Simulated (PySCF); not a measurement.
Correlation energy of Mn (manganese, neutral)

[Ar] 3d5 4s2, high-spin 6S determinant. All numbers are calculated (PySCF 2.14, the non-relativistic Hamiltonian (point nucleus), in pcseg-2 (6s4p3d2f1g, 56 functions)). Frozen: [Ar]; 7 electrons correlated.

MP2 pair energies summed by pair of shells (mhartree):

```csv
pair,energy,share (%)
3d-3d,-62.50,57.9
3d-4s,-25.10,23.2
4s-4s,-20.38,18.9
```

Total MP2 correlation energy: -107.98 mhartree.

Same-spin part -74.09 and opposite-spin part -33.89 mhartree; SCS-MP2 scales them by 1/3 and 6/5 to -65.36 mhartree.
